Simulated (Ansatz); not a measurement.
Basis-set extrapolation for trimethylsilanol (`C[Si](C)(C)O`) (PBE0-D4/def2-TZVP geometry, frozen core, Ansatz). Multiplicity 1, RHF reference.

```tsv
	def2-TZVPP	def2-QZVPP
HF	-483.405007	-483.423710
MP2 correlation	-0.904179	-0.967152
CCSD(T) correlation	-0.992211	not run
```

Energies in hartree. Use E(X) = E(∞) + A·exp(−7.88·√X) for Hartree–Fock and E(X) = E(∞) + B·X^(−2.97) for correlation, with X = 3 and 4, and add CCSD(T) minus MP2 of the smaller set to the MP2 limit.

**Question.** What is the CCSD(T) energy at the basis-set limit?

**Answer.** HF limit: -483.423710 + (-0.018703) × 0.13774 = -483.42629. MP2 limit: -0.967152 + (-0.062973) × 0.74074 = -1.01380. Higher-order term: -0.992211 − (-0.904179) = -0.08803. Total: -484.52812 hartree, 343.7 kJ/mol below CCSD(T)/def2-TZVPP.
